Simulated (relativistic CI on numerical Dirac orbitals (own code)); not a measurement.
**Radial parameters of Pt¹³⁺**

Method of calculation: Dirac-Coulomb-Breit CI, separate exchange-only KLI orbitals for each configuration, model QED (radiative potential, 1s self-energy scaled to tabulated hydrogen-like ionisation energies), unscaled Slater integrals (own radial code, finite nucleus).

Slater integrals F^k, G^k are unscaled and averaged over j, outside the closed core [Kr] 4d10; ζ comes from projecting the Hamiltonian with its Breit term on Σ l·s of the shell.

- 4f¹⁴5s²5p³: F^2(5p,5p) = 109160, ζ(5p) = 103090 cm⁻¹; <r>(5p) = 0.9804, <r^2>(5p) = 1.073 (bohr units).
- 4f¹⁴5s5p⁴: F^2(5p,5p) = 109190, G^1(5s,5p) = 141800, ζ(5p) = 102600 cm⁻¹; <r>(5s) = 0.8918, <r^2>(5s) = 0.886, <r>(5p) = 0.9799, <r^2>(5p) = 1.072 (bohr units).
- 4f¹³5s²5p⁴: ζ(4f) = 7719.1, F^2(5p,5p) = 110060, F^2(4f,5p) = 81349, G^2(4f,5p) = 29842, G^4(4f,5p) = 26049, ζ(5p) = 105780 cm⁻¹; <r>(4f) = 0.4913, <r^2>(4f) = 0.2875, <r>(5p) = 0.9718, <r^2>(5p) = 1.055 (bohr units).

In this model ζ of a weakly bound d, f or g electron outside closed shells comes out too small, for d by up to a factor of two or three and at times with the wrong sign; that of an outer p electron is too small as well.

Averages of the first 10 configurations, taken without configuration mixing, which lowers the lowest level and can move excited configurations by several eV; other configurations of the list can lie among them:

| Configuration | Parity | States | Average energy above the lowest level (eV) |
| --- | --- | --- | --- |
| 4f¹⁴5s²5p³ | odd | 20 | 20.8 |
| 4f¹⁴5s5p⁴ | even | 30 | 74.5 |
| 4f¹³5s²5p⁴ | odd | 210 | 58.8 |
| 4f¹⁴5s²5p²5d | even | 150 | 89.6 |
| 4f¹⁴5s5p³5d | odd | 400 | 141.4 |
| 4f¹⁴5s²5p²5f | odd | 210 | 156.9 |
| 4f¹³5s²5p³5d | even | 2800 | 128.2 |
| 4f¹⁴5s²5p²5g | even | 270 | 202.0 |
| 4f¹⁴5s²5p²6s | even | 30 | 133.8 |
| 4f¹⁴5s5p³5f | even | 560 | 209.2 |
